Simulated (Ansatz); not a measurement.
`[F][SnH]([F])[I]` + H₂O → `[OH][SnH]([F])[F]` + HI at 500 K and 1 bar (formal hydrolysis of the Sn–I bond).

Isolated molecules relaxed with PBE0-D4/def2-TZVP in Ansatz; ΔE leaves out vibrations. CCSD(T)/CBS adds triple-zeta CCSD(T) − MP2 to the extrapolated MP2 energy (def2 sets, frozen cores). This one scheme is used for every species. def2 core potentials past Kr. For I, Sn outer-core shells are correlated without core-valence functions, which leaves a few kJ/mol of doubt a bond. One conformer a species, not always the lowest.

| species | CCSD(T)/CBS energy (Eh) | H − E (kJ/mol) | S (J/(mol·K)) |
| --- | --- | --- | --- |
| `[F][SnH]([F])[I]` | -711.75729 | 66.1 | 398.1 |
| H₂O | -76.37941 | 73.2 | 206.3 |
| `[OH][SnH]([F])[F]` | -490.06891 | 101.1 | 383.5 |
| HI | -298.03592 | 28.6 | 221.6 |

H − E and S are ideal-gas, rigid-rotor, harmonic terms from PBE0-D4/def2-TZVP, for one conformer and one mirror image of each species. 1 Eh = 2625.50 kJ/mol, R = 8.31446 J/(mol·K).

Q: By hand: ΔE, ΔH, ΔS and ΔG.

A: ΔE = (-490.06891) + (-298.03592) − (-711.75729) − (-76.37941) = 0.03187 Eh = 83.7 kJ/mol. Δ(H − E) = 101.1 + 28.6 − 66.1 − 73.2 = -9.6, so ΔH = 74.1 kJ/mol. ΔS = 383.5 + 221.6 − 398.1 − 206.3 = 0.7 J/(mol·K). ΔG = 74.1 − 500 × (0.7)/1000 = 73.8 kJ/mol.

Q: By hand: the equilibrium constant, and the temperature at which ΔG would vanish if ΔH and ΔS stayed fixed.

A: log₁₀ K = −ΔG/(RT ln 10) = -7.7. ΔG = 0 at ΔH/ΔS = 105857 K, far beyond where these terms or the molecules hold.

The number of gas molecules stays the same, so ΔS is small and ΔH decides. A doubt of 5 kJ/mol in ΔE shifts log₁₀ K by 0.5 here. Other conformers and mirror images would add mixing entropy, several J/(mol·K) or more a flexible species. These are equilibria of isolated gas molecules and say nothing of rates. Largest T1 diagnostic: 0.015 (customary marks: 0.02 for closed shells, 0.045 for open ones).
